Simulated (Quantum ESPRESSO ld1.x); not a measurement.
Q: These are the eigenvalues of the occupied orbitals of an atom or ion with whole-number occupations (eV). All-electron calculation, Dirac Kohn-Sham, PBE, spin-unpolarised, spherical densities, point nucleus. Program: ld1.x of Quantum ESPRESSO 7.5.

orbital  eigenvalue
1s1/2      -50760.9
2s1/2      -12198.7
2p1/2      -12008.5
2p3/2      -11373.9

Which element is it, and in what charge state? The configuration may be excited. Open shells, if any, are shared by 2j + 1.

A: Z = 61, promethium, charge +56: Pm56+ in [He] 2s2 2p1. The list shows which subshells hold electrons but not how many an open one holds; the 1s level, -1865.4 hartree, gives Z - s = 61.1 by -(Z - s)^2/2, which with screening and relativity narrows Z to a few neighbours, and the depths of the outer levels then fix element, charge and occupations together.
